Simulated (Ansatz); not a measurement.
Reaction (isomerisation): `C=N[SiH2]S` → `CS[Si]N`

Gas-phase electronic energies from Ansatz, PBE0-D4/def2-TZVP geometries. CCSD(T)/CBS is the MP2 limit (def2-TZVPP, def2-QZVPP) plus CCSD(T) − MP2 in def2-TZVPP, frozen cores. Functionals use def2-TZVPP. B3LYP here is the variant with VWN-RPA as its local correlation; programs differ in this. Each species was taken in one conformer, which may not be the lowest.

```json
{"level": "revPBE-D4", "ΔE (kJ/mol)": "-61.3", "difference from CCSD(T)/CBS": "-9.7"}
{"level": "r2SCAN-D4", "ΔE (kJ/mol)": "-51.8", "difference from CCSD(T)/CBS": "-0.2"}
{"level": "B3LYP-D4", "ΔE (kJ/mol)": "-51.3", "difference from CCSD(T)/CBS": "0.3"}
{"level": "r2SCANh-D4", "ΔE (kJ/mol)": "-52.6", "difference from CCSD(T)/CBS": "-1.0"}
{"level": "PBE-QIDH", "ΔE (kJ/mol)": "-54.8", "difference from CCSD(T)/CBS": "-3.2"}
{"level": "revPBE", "ΔE (kJ/mol)": "-58.2", "difference from CCSD(T)/CBS": "-6.6"}
{"level": "r2SCAN", "ΔE (kJ/mol)": "-51.8", "difference from CCSD(T)/CBS": "-0.2"}
{"level": "B3LYP", "ΔE (kJ/mol)": "-49.7", "difference from CCSD(T)/CBS": "1.9"}
{"level": "BHLYP", "ΔE (kJ/mol)": "-43.9", "difference from CCSD(T)/CBS": "7.7"}
{"level": "LC-ωPBE", "ΔE (kJ/mol)": "-50.9", "difference from CCSD(T)/CBS": "0.7"}
{"level": "RPA@PBE/def2-TZVPP", "ΔE (kJ/mol)": "-42.2", "difference from CCSD(T)/CBS": "9.4"}
{"level": "MP2/def2-SVP", "ΔE (kJ/mol)": "-36.7", "difference from CCSD(T)/CBS": "14.9"}
{"level": "CCSD(T)/def2-SVP", "ΔE (kJ/mol)": "-35.5", "difference from CCSD(T)/CBS": "16.1"}
{"level": "SCS-MP2/def2-TZVPP", "ΔE (kJ/mol)": "-39.0", "difference from CCSD(T)/CBS": "12.6"}
{"level": "CCSD/def2-TZVPP", "ΔE (kJ/mol)": "-44.2", "difference from CCSD(T)/CBS": "7.4"}
{"level": "CCSD/CBS(def2)", "ΔE (kJ/mol)": "-49.8", "difference from CCSD(T)/CBS": "1.8"}
{"level": "CCSD(T)/CBS", "ΔE (kJ/mol)": "-51.6", "difference from CCSD(T)/CBS": "0"}
```

Largest T1 diagnostic among the species: 0.013.

At CCSD(T), def2-SVP lies +16.1 kJ/mol from the extrapolated value and def2-TZVPP +5.5 kJ/mol. From PBE to PBE0 (25 % exact exchange), in def2-TZVPP and without D4, ΔE moves by +3.2 kJ/mol. In def2-TZVPP, CCSD(T) changes the Hartree–Fock value by −27.5 kJ/mol (the triples alone add −1.8 kJ/mol) and MP2 by −30.1 kJ/mol.
